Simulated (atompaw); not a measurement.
Before and after: PAW (atompaw) potential for Gd

atompaw 4.2.0.5 input, output lines left out:

```
Gd 64
GGA-PBE scalarrelativistic loggrid 2001 logderivrange -6 5 276
6 6 5 4 0 0
6 1 0
5 2 1
4 3 7
0 0 0
c
c
c
c
v
v
c
c
c
v
v
c
c
v
v
3
2.60 1.95 2.20 1.85
n
n
y
1.2
n
y
-0.1
n
bloechl sinc
4 1 troulliermartins
```

All-electron outer shells of the reference configuration (PBE, scalar-relativistic, ld1.x):

```json
{"shell": "4p", "level (eV)": "-276.39", "outermost node (bohr)": "0.29", "outermost maximum (bohr)": "0.54"}
{"shell": "4d", "level (eV)": "-147.72", "outermost node (bohr)": "0.27", "outermost maximum (bohr)": "0.56"}
{"shell": "5s", "level (eV)": "-49.74", "outermost node (bohr)": "0.65", "outermost maximum (bohr)": "1.20"}
{"shell": "5p", "level (eV)": "-27.26", "outermost node (bohr)": "0.70", "outermost maximum (bohr)": "1.35"}
{"shell": "4f", "level (eV)": "-8.70", "outermost node (bohr)": "–", "outermost maximum (bohr)": "0.56"}
{"shell": "6s", "level (eV)": "-4.13", "outermost node (bohr)": "1.60", "outermost maximum (bohr)": "3.37"}
{"shell": "5d", "level (eV)": "-2.53", "outermost node (bohr)": "0.79", "outermost maximum (bohr)": "1.95"}
{"shell": "6p", "level (eV)": "-1.33", "outermost node (bohr)": "1.93", "outermost maximum (bohr)": "4.55"}
```

Change: all radii scaled by about 1.09 (s 2.60, p 2.28, d 2.82, f 0.82 bohr); local potential troulliermartins scheme with l = 4 at 1 Ry, radius 2.40 bohr; augmentation sinc compensation charge, radius 2.12 bohr; PAW radius 2.82 bohr; waves and projectors: bloechl; core correction smooth core density matched at 2.02 bohr.

Cutoffs: the cutoffs (Ry, on a coarse ladder) from which the occupation-weighted sum of valence levels, in a spherical-Bessel basis at the reference potential, stays within 10 and 1 mRy of its value at 400 Ry; they do not see the model core or the augmentation charge, which bear on the density cutoff.

What does the change do?

The potential gets softer (45 Ry and 55 Ry → 40 Ry and 45 Ry); neither file shows a bound ghost. A larger radius leaves more room for a smooth pseudo-wave, so fewer plane waves are needed.

| quantity | base | changed |
| --- | --- | --- |
| cutoff, loose | 45 Ry | 40 Ry |
| cutoff, tight | 55 Ry | 45 Ry |
| loose cutoff by channel (10 mRy a level) | s 18 Ry, p 21 Ry, d 21 Ry, f 35 Ry | s 15 Ry, p 18 Ry, d 18 Ry, f 30 Ry |
| bound ghosts | none | none |
| lowest overlap eigenvalue by channel | s 0.37, p 0.60, d 0.75, f 1.00 | s 0.41, p 0.67, d 0.81, f 1.00 |

 The cutoffs see the waves, projectors and local potential, not the compensation charge or the core.
